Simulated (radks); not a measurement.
Question: These are the eigenvalues of the occupied orbitals of an atom or ion with whole-number occupations (eV). Calculated with a radial shooting solver on a logarithmic mesh with Libxc functionals: Dirac Kohn-Sham, relativistic LDA (MacDonald-Vosko exchange, VWN5 correlation), spin-unpolarised, spherical densities, finite nucleus; Fermi nuclear charge, rms radius of each element as measured or else 0.836 A^(1/3) + 0.57 fm.

orbital  eigenvalue
1s1/2     -104.9153
2s1/2       -5.5988

Which element is it, and in what charge state? The configuration may be excited. Open shells, if any, fill j = l - 1/2 first.

Answer: Z = 4, beryllium, charge 0: Be in [He] 2s2. The 1s level, -3.8556 hartree, gives Z - s = 2.8 by -(Z - s)^2/2, which with screening and relativity narrows Z to a few neighbours, and the depths must fix Z and the occupations together.
